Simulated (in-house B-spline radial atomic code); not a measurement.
Radial electron density of Ge+, [Ar] 3d10 4s2 4p1. Level of theory: scalar-relativistic (X2C) r2SCAN0, spin-polarised, spherical fractional occupations, exact exchange averaged over the configuration, Fermi nucleus of rms radius 4.0742 fm; calculated with a B-spline radial code for spherical atoms.

One-electron X2C: radii and densities carry no picture-change correction, so inner-shell <1/r> comes out high (for 1s by about 2 % at Z = 33, 5 % at 54, 10 % at 75, 30 % at 118) and <r> low.

Columns: r (bohr), 4πr²n(r) (electrons per bohr), bar.

```
 0.00173    1.101 #
 0.00212    1.563 ##
 0.00259    2.196 ##
 0.00318    3.092 ###
  0.0039    4.312 ####
 0.00478     5.95 ######
 0.00585    8.099 ########
 0.00717    10.89 ##########
 0.00879    14.39 ##############
  0.0108    18.65 ##################
  0.0132    23.39 ######################
  0.0162    28.51 ###########################
  0.0198    33.28 ################################
  0.0243    37.17 ####################################
  0.0298    39.24 ######################################
  0.0365    39.01 #####################################
  0.0447     36.7 ###################################
  0.0548    33.51 ################################
  0.0671     31.6 ##############################
  0.0823    32.92 ################################
   0.101    37.77 ####################################
   0.124    43.56 ##########################################
   0.151    45.82 ############################################
   0.186    41.59 ########################################
   0.227    32.76 ###############################
   0.279    24.65 ########################
   0.342    22.81 ######################
   0.419    26.24 #########################
   0.513     28.9 ############################
   0.629    26.17 #########################
    0.77       19 ##################
   0.944     11.3 ###########
    1.16    5.996 ######
    1.42    3.448 ###
    1.74    2.361 ##
    2.13    1.699 ##
    2.61    1.069 #
     3.2   0.5315 #
    3.92   0.1978 
     4.8  0.05246 
    5.89 0.009296 
    7.21 0.001069 
    8.84 6.958e-05
```

On this grid the curve has 3 maxima, near 0.0298, 0.151, 0.513 bohr.

The 4s up radial function P(r) = rR(r), positive near the nucleus:

| r (bohr) | P |
| --- | --- |
| 0.000625 | 0.01014 |
| 0.000939 | 0.01457 |
| 0.00141 | 0.02085 |
| 0.00212 | 0.02966 |
| 0.00318 | 0.04166 |
| 0.00478 | 0.05765 |
| 0.00717 | 0.07755 |
| 0.0108 | 0.1002 |
| 0.0162 | 0.1203 |
| 0.0243 | 0.1271 |
| 0.0365 | 0.1024 |
| 0.0548 | 0.02692 |
| 0.0823 | -0.09692 |
| 0.124 | -0.205 |
| 0.186 | -0.1652 |
| 0.279 | 0.08445 |
| 0.419 | 0.336 |
| 0.629 | 0.2169 |
| 0.944 | -0.2788 |
| 1.42 | -0.7147 |
| 2.13 | -0.7151 |
| 3.2 | -0.3724 |
| 4.8 | -0.08806 |
| 7.21 | -0.006721 |
